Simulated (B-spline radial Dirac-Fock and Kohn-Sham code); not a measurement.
Z = 29 (copper), transition energy 1000 keV. Level of theory: a Dirac-Hartree-Slater potential of the neutral atom with a Latter tail (no hole, which puts coefficients of high multipoles low close above an edge), finite nucleus with surface currents; a radial finite-basis atomic code. Subshells that would emit electrons below 1 keV are left out.

**Question.** A pure transition shows α(K) = 0.000105, L1/L2 = 179 and L1/L3 = 78.0. What is its multipolarity?
A. M2
B. M1
C. M4
D. E1
E. E4
F. E3
G. E2
H. M3

**Answer.** D. For comparison, α(K), L1/L2, L1/L3 are E2 0.000241, 81.1, 73.7; E3 0.000503, 39.6, 60.2; E4 0.00101, 22.5, 45.7; M1 0.000202, 124, 167; M2 0.000458, 73.6, 184; M3 0.000956, 48.8, 118; M4 0.00194, 34.7, 64.8.

Run: 1.2 s of CPU time on 1 thread of Neoverse-V2 (shared host), peak memory 0.48 GiB.

Values without a named source are computed, but for edge energies of neutral atoms, which are taken from tables.
